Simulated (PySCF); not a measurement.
From one molecule to another.

First species: C6H14ClFSi.
SMILES: `CC[Si@@H](F)C[C@@H](C)CCl`

Second species: C4H12N2Si3.
SMILES: `C[Si@@H]1[C@H](CC#N)[SiH2]N1[SiH3]`

Levels: PBE0/pcSseg-1 for dipole moment, HOMO energy, LUMO energy and HOMO–LUMO gap; GFN2-xTB for rotational constant A and rotational constant C. Geometries: GFN2-xTB. Each structure is a single optimised conformer of the isolated species, non-relativistic unless stated; the electronic structure was computed with PySCF and density fitting.

The conformers computed, where there is a choice (atom-mapped SMILES and torsion angles):
- `[CH3:1][CH2:2][Si@@H:3]([F:4])[CH2:5][C@@H:6]([CH3:7])[CH2:8][Cl:9]`: C1–C2–Si3–F4 174°, C2–Si3–C5–C6 -152°, Si3–C5–C6–C7 178°, C5–C6–C8–Cl9 -55°
- `[CH3:1][Si@@H:2]1[C@H:3]([CH2:4][C:5]#[N:6])[SiH2:7][N:8]1[SiH3:9]`: Si2–C3–C4–C5 66°

Values for the first species:

```
Dipole moment         : 1.70 D
HOMO energy           : -8.21 eV
LUMO energy           : 0.54 eV
HOMO–LUMO gap         : 8.75 eV
Rotational constant A : 1.593 GHz
Rotational constant C : 0.553 GHz
```

Problem. Estimate the same properties for the second species, and the change in each.

Solution. 
```
             property      first     second  second less first
        dipole moment     1.70 D     3.20 D            +1.50 D
          HOMO energy   -8.21 eV   -7.50 eV           +0.71 eV
          LUMO energy    0.54 eV   -0.66 eV           -1.20 eV
        HOMO–LUMO gap    8.75 eV    6.84 eV           -1.91 eV
rotational constant A  1.593 GHz  1.892 GHz         +0.299 GHz
rotational constant C  0.553 GHz  0.509 GHz         -0.044 GHz
```

On the first: A dipole of 1.70 D is allowed in C1, and pure rotational transitions are dipole-allowed. In atomic units the dipole is 0.67 e·bohr (1 au = 2.5417 D).

On the second: The dipole equals about 10.7 × 10⁻³⁰ C·m (1 D = 3.33564 × 10⁻³⁰ C·m). A dipole of 3.20 D is allowed in C1, and pure rotational transitions are dipole-allowed.
